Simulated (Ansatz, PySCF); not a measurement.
Process, species as SMILES: NB(N)O + H+ → NB([NH3+])O
Structures are relaxed separately at B3LYP-D3(BJ)/def2-TZVP in Ansatz (a program for electronic structure), one conformer each, not searched for the lowest.

Quantity: proton affinity (0 K, with B3LYP-D3(BJ) harmonic zero-point energies from PySCF), positive where the reaction releases energy, in kcal/mol. Correlated levels leave the core frozen unless marked. No spin-orbit coupling. No relativistic terms. CBS(X,Y): correlation extrapolated as X^-3; Hartree-Fock from the larger set.

```tsv
level	program	proton affinity (kcal/mol)
revPBE-D3(BJ)/def2-TZVPD	Ansatz + dftd3	213.1
revPBE/def2-TZVPD	Ansatz	211.8
r2SCANh-D4/def2-TZVPD	Ansatz + dftd4	210.5
r2SCAN0/def2-TZVPD	Ansatz	210.6
```

Q: Estimate the value at CCSD(T)/CBS(cc-pVTZ,cc-pVQZ) as computed with Ansatz.

A: 210.3 kcal/mol
